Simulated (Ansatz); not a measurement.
## One elementary step

Start structure (BH$_{4}$SeF, singlet), relaxed at PBE0-D4/def2-TZVP:

```json
{"atom": "B1", "x (Å)": "-0.4447", "y (Å)": "-0.9044", "z (Å)": "0.2777"}
{"atom": "F2", "x (Å)": "0.7470", "y (Å)": "-1.4881", "z (Å)": "0.0090"}
{"atom": "H3", "x (Å)": "-1.3232", "y (Å)": "-1.0499", "z (Å)": "-0.5342"}
{"atom": "H4", "x (Å)": "-0.7246", "y (Å)": "-0.7353", "z (Å)": "1.4375"}
{"atom": "H5", "x (Å)": "0.6136", "y (Å)": "1.2216", "z (Å)": "-1.4887"}
{"atom": "Se6", "x (Å)": "-0.0740", "y (Å)": "1.4131", "z (Å)": "-0.2050"}
{"atom": "H7", "x (Å)": "1.2059", "y (Å)": "1.5431", "z (Å)": "0.5036"}
```

The step: BH₂F ([BH2][F]) + H₂Se → BH₃Se ([BH2][SeH]) + HF; bonds formed: F2–H5; dative contacts that become bonds: B1–Se6; bonds broken: B1–F2, H5–Se6. Ansatz 0.2.0; basis: def2-TZVPP and def2-QZVPP; cores frozen in the correlated methods. Filled d shells of the heavier atoms are correlated. The def2 sets are not built for correlating such inner shells, so the correlated values are less sure here. Extrapolation: Hartree–Fock as exp(−7.88 √X), correlation as X^−2.97. Energies below are by CCSD(T) at an estimated basis limit (MP2 extrapolated from triple and quadruple zeta, plus CCSD(T) − MP2 in triple zeta).

(1) What are the electronic barrier and the energy of the step, from the start structure to the end structure? (An estimate is asked for; the value comes from the calculation.)

No T1 diagnostic of these runs exceeds 0.012.

Answers

(1) By the calculation: Barrier 103.4 kJ/mol; step energy 45.4 kJ/mol (uphill); reverse barrier, their difference, 58.0 kJ/mol. Barrier and step energy count from the start structure, the reverse barrier from the end structure.

The saddle point: One imaginary mode of 927i cm⁻¹.
| pair | start (Å) | saddle (Å) | end (Å) |
| --- | --- | --- | --- |
| B1–Se6 | 2.40 | 2.12 | 1.91 |
| F2–H5 | 3.10 | 1.18 | 0.93 |
| B1–F2 | 1.35 | 1.57 | 3.51 |
| H5–Se6 | 1.47 | 1.75 | 2.46 |

Zero-point energy (harmonic, PBE0-D4): ZPE is 104.6 kJ/mol at the start and 100.0 kJ/mol at the saddle, so the barrier goes from 103.4 to 98.8 kJ/mol.

Labels in which every atom is bracketed show which atoms are joined, not bond orders.

For scale, one of the runs: CCSD(T)/def2-TZVPP, 166 basis functions, launched by `ansatz run in.yaml --threads 2 --pin off --events-out ev --progress --plain --max-ram 4352MiB`. The run took 42 s on 2 CPU threads of an Arm Neoverse V2 (shared host), with 1.4 GiB of host memory at its peak.
